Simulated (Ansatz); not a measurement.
## Isomers

Structures of CH3NTe, closed shell, relaxed at PBE0-D4/def2-TZVP (vibrations not checked; lower isomers may exist, and structures with a doubtful reference or unclear bonds are left out). Program: Ansatz 0.2.0. Basis: def2-TZVPP. Cores are frozen in the correlated methods. Filled d shells of the heavier atoms are correlated. Core potentials replace the inner electrons of the atoms past krypton. The def2 sets are not built for correlating such inner shells, so the correlated values are less sure here. B3LYP uses VWN-RPA correlation.

**Question.** Rank them by CCSD(T) energy, lowest first, and give each one's height above the lowest. Links in brackets join atoms within 1.22 times the sum of their covalent radii (1.1 for two metals). (Judge from chemistry; the value comes from the calculation.)
A.
a complex of CHNTe ([N][C][TeH]) + H₂
```
6
angstrom
N -1.6097 0.6301 -0.5265
C -0.9115 0.7000 0.3892
Te 0.2592 0.8726 2.0436
H 0.7557 -1.2228 -1.3176
H 1.4073 -1.5816 -1.2483
H 1.4325 -0.0710 1.3500
```
B.
CH₃NTe ([NH2][CH][Te])
```
6
angstrom
C 0.1559 0.0225 0.5672
N -0.4146 0.0567 -0.6270
Te 2.0195 -0.5627 0.9728
H -1.3644 0.3653 -0.7557
H 0.1097 -0.2331 -1.4384
H -0.4984 0.3559 1.3702
```
C.
CH₃NTe ([NH][CH][TeH])
```
6
angstrom
N -1.2590 0.2805 -0.7391
C -0.1508 -0.0328 -0.2361
Te 0.3304 0.6095 1.7124
H -1.3634 -0.0930 -1.6825
H 0.6309 -0.6301 -0.7178
H 1.8119 -0.1340 1.6631
```
D.
CH₃NTe ([CH2]1[NH][Te]1)
```
6
angstrom
C -0.1688 -0.0362 -0.5212
N 0.1838 0.7329 0.5967
Te 1.3813 -1.0359 0.6037
H -1.1187 -0.5629 -0.5522
H 0.2138 0.3228 -1.4703
H -0.4914 0.5794 1.3431
```

**Answer.** By the calculation: B (0.00 kcal/mol), C (11.93 kcal/mol), D (16.82 kcal/mol), A (25.93 kcal/mol). Heights count from the lowest.

**Question.** Do PBE-D4, r2SCAN-D4, PBE0-D4, B3LYP-D4, wB97M-V, HF, MP2 give the same order? (Judge from chemistry; the calculation decides.)

**Answer.** The calculation gives: All do.

No T1 diagnostic of these runs exceeds 0.022. The restricted Hartree–Fock reference is unstable towards an unrestricted one at one or more of these structures.

For scale, one of the runs: CCSD(T)/def2-TZVPP, 154 basis functions, launched by `ansatz run in.yaml --threads 2 --pin off --events-out ev --progress --plain --max-ram 4352MiB`. Time: 42 s of wall clock on 2 CPU threads of an Arm Neoverse V2; the host was shared. Peak host memory: 1.2 GiB.
